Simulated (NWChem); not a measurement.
System: BH2OF; SMILES FBO

```xyz
5

B     -0.4324    -0.0285     0.0000
H     -1.6513    -0.0366     0.0000
F      0.2230    -1.1901     0.0000
O      0.3139     1.1028     0.0000
H     -0.2390     1.9032     0.0000
```
Atoms are numbered in this order, from 1.

Program: NWChem. Geometry: optimised at PBE-D3(BJ)/def2-SVP. Core excitations by TDA in a window of 1s orbitals, non-relativistic and unshifted: absolute energies depend strongly on the exact-exchange share.

For level O K edge, PBE0/def2-TZVP:

```yaml
first 1s excitation (eV): 521.4
dipole_oscillator_strength_of_the_first: 0.0183
first state with f > 0.002 (eV): 521.4
dipole_oscillator_strength_of_that_state: 0.0183
```

Q: Estimate the same quantities for level B K edge, B3LYP/cc-pVTZ.

A: The first 1s excitation (eV) is 183.3, the dipole oscillator strength of the first is 0.0618 and the first state with f > 0.002 (eV) comes out as 183.3. The dipole oscillator strength of that state is 0.0618.
